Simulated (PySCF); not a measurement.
Input of a response calculation (the driver script's job line, then coordinates in Å):

```
{"job": {"kind": "uv", "xc": "wB97X-D", "basis": "def2-SVPD", "ip": false, "nstates": 15}, "charge": 0, "multiplicity": 1}
Ge     0.644183     1.187782    -1.339363
Cl     1.343001     2.577836    -2.843888
Ge     0.407209     1.448732     1.190363
Cl     0.865481     3.130355     2.479057
Ge    -1.645764     0.930406    -0.244030
Cl    -3.488162     2.021952    -0.557707
Ge    -1.245429    -1.494669     0.050703
Cl    -2.686059    -3.114090     0.091254
Ge     1.052029    -1.238918    -1.074188
Cl     2.274297    -2.545095    -2.296116
Ge     0.832065    -0.976575     1.466880
Cl     1.762611    -2.010457     3.128024
```

The calculation used TDDFT wB97X-D/def2-SVPD, vertical, gas phase, core orbitals frozen in the response in PySCF. Job line and output are in the format of a driver script around the code.

Q: Give the output without the SCF cycles.

A: 
```
converged SCF energy = -15221.5116176405

Static polarisability (au): isotropic 306.443, principal 292.030 293.715 333.586

Singlet excitations
state   eV       nm        f      main configurations
  1   2.5806    480.4   0.00006   H->L 0.98
  2   2.5929    478.2   0.00007   H-1->L 0.98
  3   3.2938    376.4   0.00001   H-2->L 0.91
  4   3.3067    374.9   0.00000   H-3->L 0.91
  5   3.5924    345.1   0.00001   H->L+1 0.63, H-1->L+2 0.34
  6   3.7434    331.2   0.00007   H-1->L+2 0.59, H->L+1 0.30
  7   3.7456    331.0   0.00016   H-1->L+1 0.46, H->L+2 0.43
  8   3.9133    316.8   0.00000   H-4->L 0.94
  9   3.9862    311.0   0.00010   H->L+3 0.46, H-1->L+4 0.39
 10   4.1676    297.5   0.01604   H-1->L+4 0.31, H->L+3 0.23, H-1->L+6 0.14
 11   4.1865    296.2   0.01074   H-1->L+3 0.66, H->L+6 0.13
 12   4.2100    294.5   0.01203   H->L+4 0.50, H->L+3 0.09
 13   4.2817    289.6   0.02628   H->L+5 0.28, H-1->L+5 0.15, H-1->L+1 0.14
 14   4.2883    289.1   0.02500   H->L+5 0.43, H->L+2 0.13, H->L+4 0.12
 15   4.2926    288.8   0.00312   H-1->L+5 0.68, H->L+5 0.15

Triplet excitations (Tamm-Dancoff, eV): 2.3376 2.3482 2.9441 2.9567
```

One conformer (not necessarily the lowest) at the PBE0-D3(BJ)/def2-SVP geometry, without solvent, vibrations or thermal averaging. The wB97X-D/def2-SVPD calculation is non-relativistic and has no spin–orbit coupling, an omission that weighs most on germanium.

H and L stand for HOMO and LUMO.

On 2 threads, Intel Xeon 6975P-C (x86_64), shared host with 192 logical CPUs at a one-minute load of 92, this took 3.9 min wall, 8.3 min CPU (with the writing of density and orbital grids) and 3.7 GiB of memory at its peak.

The pairwise dispersion term of wB97X-D wasn't added to the energies; at a given geometry it leaves orbitals and properties as they are.
